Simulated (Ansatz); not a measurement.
Reaction (redistribution): `[GeH3][SiH2][SiH2][SiH2][GeH3]` + `[SiH3][SnH2][Cl]` → `[Cl][SnH2][GeH3]` + `[SiH3][SiH2][SiH2][SiH2][GeH3]`

Calculated with Ansatz (gas phase, PBE0-D4/def2-TZVP geometries, no zero-point term in ΔE). CBS: MP2 limit from def2 TZ/QZ plus the TZ coupled-cluster correction, frozen cores. Functionals use def2-TZVPP. def2 core potentials past Kr. For Ge, Sn outer-core shells are correlated without core-valence functions, which leaves a few kJ/mol of doubt a bond. Scalar relativity is left out up to krypton. One conformer a species, not always the lowest.

| level | ΔE (kJ/mol) |
| --- | --- |
| BHLYP-D4 | -4.2 |
| ωB97X-V | -3.7 |
| PBE | -4.4 |
| revPBE | -4.5 |
| BHLYP | -4.8 |
| CCSD/def2-SVP | -5.6 |
| HF/def2-TZVPP | -4.7 |
| CCSD(T)/def2-TZVPP | -1.9 |

(1) What does CCSD(T)/CBS give? (Best estimate.)

Largest T1 diagnostic among the species: 0.013.

## Answers

(1) Computed: -3.0 kJ/mol. The listed levels differ from it by -1.2, -0.7, -1.4, -1.5, -1.8, -2.6, -1.7, 1.1 kJ/mol.

Leaving LDA and LC-ωPBE aside and taking each functional with its dispersion term where it has one, the values, not all of them listed here, spread over 2.4 kJ/mol, from BLYP-D4 to ωB97M-V.
